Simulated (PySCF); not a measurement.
Si(F)(Br)(Me)(OH) (CH4BrFOSi), SMILES C[Si](O)(F)Br.

The structure is a stationary point at PBE0-D3(BJ)/def2-SVP. The structure was generated by enumeration, and PubChem lists no compound with its InChIKey, so it may never have been made. One conformer was computed; it need not be the lowest.

Level of theory: PBE0-D3(BJ)/def2-SVP (PySCF).

Frequencies are harmonic and unscaled.

Computed normal modes with their intensities:
| mode | ν (cm⁻¹) | IR (km/mol) | Raman (Å⁴/amu) | depolarisation | moving atoms (share of kinetic energy) |
|---|---|---|---|---|---|
| 1 | 127 | 1.5 | 0.1 | 0.75 | H 97 % |
| 2 | 153 | 7.6 | 1.9 | 0.74 | H 35 %, C 29 %, O 13 %, F 10 %, Br 9 % |
| 3 | 183 | 7.3 | 1.3 | 0.68 | F 33 %, O 23 %, H 19 %, C 14 % |
| 4 | 239 | 12.2 | 2.4 | 0.42 | H 32 %, F 30 %, Br 22 %, C 8 % |
| 5 | 242 | 2.4 | 0.9 | 0.64 | F 25 %, Si 22 %, H 19 %, O 15 %, C 12 % |
| 6 | 285 | 69.3 | 2.5 | 0.61 | H 46 %, O 27 %, Si 9 %, Br 9 % |
| 7 | 331 | 67.3 | 1.6 | 0.60 | O 33 %, F 24 %, H 18 %, Si 14 %, C 9 % |
| 8 | 442 | 106.2 | 4.5 | 0.08 | Si 51 %, Br 15 %, O 10 %, H 10 % |
| 9 | 719 | 45.2 | 8.1 | 0.08 | C 38 %, H 28 %, Si 20 %, F 10 % |
| 10 | 763 | 52.6 | 0.9 | 0.13 | H 67 %, O 20 %, C 10 % |
| 11 | 789 | 24.3 | 1.3 | 0.71 | H 67 %, C 22 % |
| 12 | 830 | 293.0 | 2.4 | 0.29 | H 63 %, Si 13 %, C 11 %, O 9 % |
| 13 | 916 | 142.1 | 0.9 | 0.63 | Si 42 %, F 28 %, H 18 % |
| 14 | 979 | 150.3 | 1.5 | 0.50 | Si 47 %, O 33 %, F 11 % |
| 15 | 1277 | 44.6 | 1.0 | 0.19 | H 75 %, C 24 % |
| 16 | 1419 | 7.7 | 12.0 | 0.75 | H 96 % |
| 17 | 1422 | 3.3 | 10.0 | 0.74 | H 96 % |
| 18 | 3071 | 0.3 | 131.1 | 0.01 | H 97 % |
| 19 | 3181 | 0.0 | 92.6 | 0.74 | H 91 %, C 9 % |
| 20 | 3188 | 0.0 | 59.0 | 0.75 | H 91 %, C 9 % |
| 21 | 3931 | 132.5 | 87.8 | 0.29 | H 94 % |
